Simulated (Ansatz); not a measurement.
`[CH3][AlH][SiH2]C` + `[AlH2][SiH3]` → `[CH3][AlH][SiH2][AlH2]` + `C[SiH3]`  (formal exchange of groups at the Al–Si bond)

Program: Ansatz. Geometries: PBE0-D4/def2-TZVP. ΔE: electronic, gas phase. CCSD(T)/CBS adds triple-zeta CCSD(T) − MP2 to the extrapolated MP2 energy (def2 sets, frozen cores). This one scheme is used for every species. DFT in def2-TZVPP. B3LYP here is the variant with VWN-RPA as its local correlation; programs differ in this. One conformer a species, not always the lowest.

```
             level  ΔE (kJ/mol)  difference from CCSD(T)/CBS
           ωB97X-V        -22.7                          3.3
            r2SCAN        -29.5                         -3.5
             B3LYP        -24.4                          1.6
    MP2/def2-TZVPP        -27.8                         -1.8
SCS-MP2/def2-TZVPP        -25.0                          1.0
   CCSD/def2-TZVPP        -24.2                          1.8
CCSD(T)/def2-TZVPP        -25.7                          0.3
     HF/def2-QZVPP        -20.9                          5.1
SCS-MP2/def2-QZVPP        -25.2                          0.8
     MP2/CBS(def2)        -28.0                         -2.0
       CCSD(T)/CBS        -26.0                            0
```

Largest T1 diagnostic among the species: 0.013.

In def2-TZVPP, CCSD(T) changes the Hartree–Fock value by −5.0 kJ/mol (the triples alone add −1.6 kJ/mol) and MP2 by −7.1 kJ/mol.
